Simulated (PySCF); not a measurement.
A species of formula C6H11F has this rotational fingerprint, computed with PBE0/def2-SVPD in PySCF (dipole) on a GFN2-xTB geometry, gas phase:

```
Rotational constants : A = 6787, B = 1091, C = 1004 MHz
Dipole components    : |μa| = 0.12 D, |μb| = 1.62 D, |μc| = 0.40 D
Inertial defect      : -34.18 u·Å²
κ                    : -0.97
```

Task: Which structure is it? (One computed conformer of each.)
A. `[CH2:1]=[CH:2][CH2:3][CH2:4][C@@H:5]([CH3:6])[F:7]` with C1–C2–C3–C4 120°, C2–C3–C4–C5 180°, C3–C4–C5–C6 177°
B. `[CH3:1][C@@H:2]1[CH2:3][CH2:4][CH2:5][C@@H:6]1[F:7]` with C1–C2–C3–C4 -165°, C2–C3–C4–C5 38°, C3–C4–C5–C6 -20°, C4–C5–C6–F7 113°

Result: A. It is C=CCC[C@@H](C)F, a near-prolate asymmetric top, point group C1. The candidates at the same level (rigid rotor, commonest isotopes):

| SMILES | A (MHz) | B (MHz) | C (MHz) | μa (D) | μb (D) | μc (D) | Δ (u·Å²) | point group | rotor |
| --- | --- | --- | --- | --- | --- | --- | --- | --- | --- |
| C[C@@H]1CCC[C@@H]1F | 3520 | 2701 | 1805 | 0.91 | 1.14 | 1.10 | -50.59 | C1 | asymmetric top |
| C=CCC[C@@H](C)F | 6787 | 1091 | 1004 | 0.12 | 1.62 | 0.40 | -34.18 | C1 | near-prolate asymmetric top |

`C[C@@H]1CCC[C@@H]1F` has B 148 % too high. No structure here is proved a minimum.
